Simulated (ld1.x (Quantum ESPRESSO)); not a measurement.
Results of a calculation; reference values are marked as such.
Hardness and transferability of assorted potentials

Generated with ld1.x 7.5 (TM, RRKJ, ultrasoft, PAW), atompaw 4.2 or ONCVPSP 4.0.1. The cutoff is in Ry: for ld1.x and atompaw files where the sum of valence levels is converged to 10 mRy in a Bessel basis, for ONCV files where the hardest occupied wave has 1 mHa per electron of residual kinetic energy. The error is the largest all-electron minus pseudo excitation energy over each file’s own four to seven test configurations (ionisations up to +4, promotions, holes and added fractions of an electron), all of which were solved. The labels leave out finer settings (local radius, basis sizes, second energies), which also bear on the numbers. Spin-polarised tests are not counted. The rows are a selection from randomly drawn settings: files with unsolved tests, undetermined cutoffs or missed reference levels are left out.

A true bound ghost makes a file unfit for plane-wave use even where its test errors are small: the radial tests pick states by their node count and pass the ghost by.

| element | potential | cutoff (Ry) | largest error (meV) | bound ghosts |
| --- | --- | --- | --- | --- |
| Ne | RRKJ, LDA (PZ), scalar-relativistic, rc 0.60/1.00 (sp), local p, core correction yes, reference 2s2 2p6 | 260 | +391 | none |
| Al | PAW, BP86, scalar-relativistic, rc 2.05/2.00/2.25 (spd), local smoothed, core correction yes, reference 3s2 3p0.5 | 6 | -21 | none |
| Al | TM, Wu–Cohen, scalar-relativistic, rc 1.85/1.80 (sp), local s, core correction yes, reference 3s2 3p0 | 10 | -8.4 | none |
| Cd | TM semilocal, Wu–Cohen, scalar-relativistic, rc 2.25/2.25/1.85/2.45 (spdf), local p, core correction yes, reference 4d10 5s0 5p0 | 70 | -560 | none |
| W | TM, revPBE, fully relativistic, rc 2.15/3.95/2.70 (spd), local s, core correction yes, reference 5d4 6s2 6p0 | 25 | -202 | none |
| Bi | RRKJ, PBE, scalar-relativistic, rc 1.55/1.75/1.10/1.90 (spdf), local s, core correction no, reference 5d10 6s2 6p2 | 140 | -81 | none |

**Question.** Fill in the row for Sn: TM, PBEsol, scalar-relativistic, rc 1.75/1.25/1.65 (spd), local p, core correction no, reference 4p6 4d10 5s2 5p0.

**Answer.** cutoff 90 Ry, largest error +833 meV, bound ghosts: s.
